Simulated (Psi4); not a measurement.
A dimer, H4Si ··· CS2 (SMILES [SiH4] and S=C=S); the first 5 atoms form monomer A.

```
8

Si     0.0000     0.0000     0.0000
H     -0.1838    -1.1169    -0.9540
H     -0.7346     1.1899    -0.4859
H      1.4407     0.3213     0.1120
H     -0.5224    -0.3942     1.3278
S     -1.4720     0.4733    -3.9537
C      0.0277     0.7590    -3.6704
S      1.5273     1.0447    -3.3870
```

### Question
What interaction energy does SAPT0/jun-cc-pVDZ, frozen core run with Psi4 1.11 give, and which attractive term is the largest?

### Answer
Total -2.46 kJ/mol: electrostatics -4.13, exchange 11.65, induction -1.18, dispersion -8.81. The most attractive term is dispersion.
